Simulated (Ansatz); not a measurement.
`BOC[SiH](F)F`, charge 0, multiplicity 1.

(1) Give a relaxed structure at PBE0-D4/def2-TZVP (Ansatz). (An estimate is asked.)

Results:

(1) The calculation gave: 
```xyz
11

B    -1.0558    0.5321    1.7431
O     0.1051    0.4695    1.0712
C     0.4073   -0.5928    0.1742
Si    0.5810    0.0960   -1.5555
F     0.8190   -1.1219   -2.5465
F     1.8541    1.0356   -1.6414
H    -1.8744   -0.3389    1.6112
H    -1.2125    1.4793    2.4547
H    -0.3732   -1.3635    0.2010
H     1.3454   -1.0597    0.4908
H    -0.5961    0.8643   -2.0027
```
This is one stationary point; other conformers may exist.
